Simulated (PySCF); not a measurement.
C₆H₁₀, SMILES C=CCC1CC1. Geometry: B3LYP-D3(BJ)/def2-SVP. Other conformers were not sampled.

Computed equilibrium geometry at B3LYP-D3(BJ)/def2-SVP (PySCF confirms it by a frequency run) as bond lengths and angles (one conformer of several):
Atoms: C1 C2 C3 C4 C5 C6 H7 H8 H9 H10 H11 H12 H13 H14 H15 H16. Bonded distances (Å): C1–C2 1.336, C1–H7 1.095, C1–H8 1.094, C2–C3 1.502, C2–H9 1.097, C3–C4 1.527, C3–H10 1.104, C3–H11 1.106, C4–C5 1.505, C4–C6 1.508, C4–H12 1.096, C5–C6 1.509, C5–H13 1.094, C5–H14 1.094, C6–H15 1.093, C6–H16 1.094. Bond angles (°): C2–C1–H7 121.3, C2–C1–H8 121.7, H7–C1–H8 117.0, C1–C2–C3 125.1, C1–C2–H9 118.7, C3–C2–H9 116.2, C2–C3–C4 115.1, C2–C3–H10 109.3, C2–C3–H11 108.7, C4–C3–H10 108.6, C4–C3–H11 108.1, H10–C3–H11 106.6, C3–C4–C5 121.5, C3–C4–C6 122.9, C3–C4–H12 112.5, C5–C4–C6 60.1, C5–C4–H12 115.4, C6–C4–H12 115.1, C4–C5–C6 60.0, C4–C5–H13 118.5, C4–C5–H14 117.3, C6–C5–H13 118.7, C6–C5–H14 117.2, H13–C5–H14 114.5, C4–C6–C5 59.8, C4–C6–H15 118.7, C4–C6–H16 118.1, C5–C6–H15 117.6, C5–C6–H16 118.5, H15–C6–H16 113.9.
Charge 0, spin multiplicity 1.
